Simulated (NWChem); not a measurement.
Species: BeNH3; SMILES [BeH][NH2]

```xyz
5

Be    -0.0010    -0.9433     0.0000
H     -0.0037    -2.2789     0.0000
N     -0.0002     0.5607     0.0000
H     -0.0002     1.1528    -0.8246
H     -0.0002     1.1528     0.8246
```
Atoms are numbered in this order, from 1.

Results from NWChem. Pople sets run with spherical d functions. Coordinates come from a PBE0/def2-SVP optimisation. GIAO values for the isolated, static molecule; σ is the absolute isotropic shielding, δ = σ(reference) − σ with the isolated reference molecule computed at the same levels (1H: tetramethylsilane, 15N: ammonia).

For level BHandHLYP/pcSseg-1:

```
Property     Result
-----------  ------
σ Be1 (ppm)    93.7
δ H2 (ppm)     3.35
δ N3 (ppm)     32.8
```

Question: How do the values read with level B3LYP/6-311G** instead?

Answer: 
- σ Be1 (ppm) = 91.3
- δ H2 (ppm) = 3.48
- δ N3 (ppm) = 36.8
